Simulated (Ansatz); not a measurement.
Reaction (substitution at a C–Si bond): `BO[SiH2]C#C` + `CC=N` → `C#C/N=C\C` + `BO[SiH3]`

Gas-phase electronic energies from Ansatz, PBE0-D4/def2-TZVP geometries. CCSD(T)/CBS adds triple-zeta CCSD(T) − MP2 to the extrapolated MP2 energy (def2 sets, frozen cores). Functionals use def2-TZVPP. One conformer a species, not always the lowest.

`BO[SiH2]C#C`:

```xyz
10

B     1.048    0.013    1.952
O     0.135    0.536    1.110
Si    0.143    0.735   -0.531
C    -1.054   -0.418   -1.270
C    -1.838   -1.177   -1.783
H     2.098   -0.393    1.525
H     0.780   -0.027    3.119
H    -0.274    2.125   -0.817
H     1.494    0.456   -1.072
H    -2.532   -1.850   -2.233
```

`CC=N`:

Cartesian coordinates in Å:
```
C -0.026 -0.611 -0.546
C 0.370 0.599 0.234
N -0.222 1.111 1.226
H 0.772 -1.360 -0.515
H -0.945 -1.056 -0.159
H -0.172 -0.353 -1.599
H 1.286 1.097 -0.101
H -1.061 0.575 1.459
```

`C#C/N=C\C`:

```xyz
10

C    -1.739   -1.189    1.305
C    -1.228   -0.179    0.892
N    -0.758    1.003    0.500
C     0.271    1.107   -0.245
C     1.100    0.005   -0.792
H    -2.188   -2.081    1.670
H     0.563    2.126   -0.502
H     0.731   -0.971   -0.475
H     1.109    0.053   -1.885
H     2.139    0.125   -0.467
```

`BO[SiH3]`:

```xyz
8

B     1.048   -1.131   -0.257
O    -0.143   -0.699    0.198
Si   -0.848    0.802    0.230
H     1.821   -0.353   -0.755
H     1.303   -2.297   -0.149
H     0.064    1.808   -0.371
H    -1.132    1.143    1.644
H    -2.113    0.728   -0.538
```

```tsv
species	PBE0 energy (Eh)
`BO[SiH2]C#C`	-468.52886
`CC=N`	-133.84128
`C#C/N=C\C`	-209.91205
`BO[SiH3]`	-392.43393
```

(1) Work out ΔE.

Largest T1 diagnostic among the species: 0.014.

Answers

(1) ΔE = (-209.91205) + (-392.43393) − (-468.52886) − (-133.84128) = 0.02416 Eh = +63.4 kJ/mol. CCSD(T)/CBS gives +85.0 kJ/mol.

From PBE to PBE0 (25 % exact exchange), in def2-TZVPP and without D4, ΔE moves by +7.3 kJ/mol. Leaving LDA and LC-ωPBE aside and taking each functional with its dispersion term where it has one, the values, not all of them listed here, spread over 23.5 kJ/mol, from PBE-D4 to ωB97M-V. LDA lies −15.8 kJ/mol from PBE without D4.
